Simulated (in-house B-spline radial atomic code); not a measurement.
Configurations of the xenon ion Xe⁷⁺, with energies counted from [Kr] 4d10 5s1. All numbers are computed (Dirac-Hartree-Fock, average of configuration; Fermi nucleus of rms radius 4.7859 fm) with an all-electron radial atomic-structure program (B-spline basis), not measured. Energies include first-order Breit, QED and recoil terms.

Occupations are held fixed; configurations that lie above the ionisation limit could autoionise.

```json
{"configuration": "[Kr] 4d10 6s1", "E - E(ref) (eV)": "47.914", "highest orbital": "6s1/2", "its <r> (bohr)": "2.95"}
{"configuration": "[Kr] (4d3/2)3 (4d5/2)6 (4f7/2)1 5s1", "E - E(ref) (eV)": "86.492", "highest orbital": "4f7/2", "its <r> (bohr)": "1.195"}
{"configuration": "[Ar] 3d10 4s2 (4p1/2)2 (4p3/2)3 4d10 5s1 (6f7/2)1", "E - E(ref) (eV)": "222.09", "highest orbital": "6f7/2", "its <r> (bohr)": "4.736"}
{"configuration": "[Ar] (3d3/2)3 (3d5/2)6 4s2 4p6 4d10 5s1 (9d5/2)1", "E - E(ref) (eV)": "772.62", "highest orbital": "9d5/2", "its <r> (bohr)": "10.65"}
```

Order these further configurations by energy, lowest first.
A. [Ar] 3d10 4s2 (4p1/2)2 (4p3/2)3 4d10 5s1 (9d3/2)1
B. [Ar] (3d3/2)4 (3d5/2)5 4s2 4p6 4d10 5s1 (5p3/2)1
C. [Ar] (3d3/2)3 (3d5/2)6 4s2 4p6 4d10 (4f5/2)1 5s1
D. [Ar] (3d3/2)4 (3d5/2)5 4s2 4p6 4d10 5s1 (9g9/2)1

A (236.93 eV), B (683.01 eV), C (709.5 eV), D (763.93 eV).
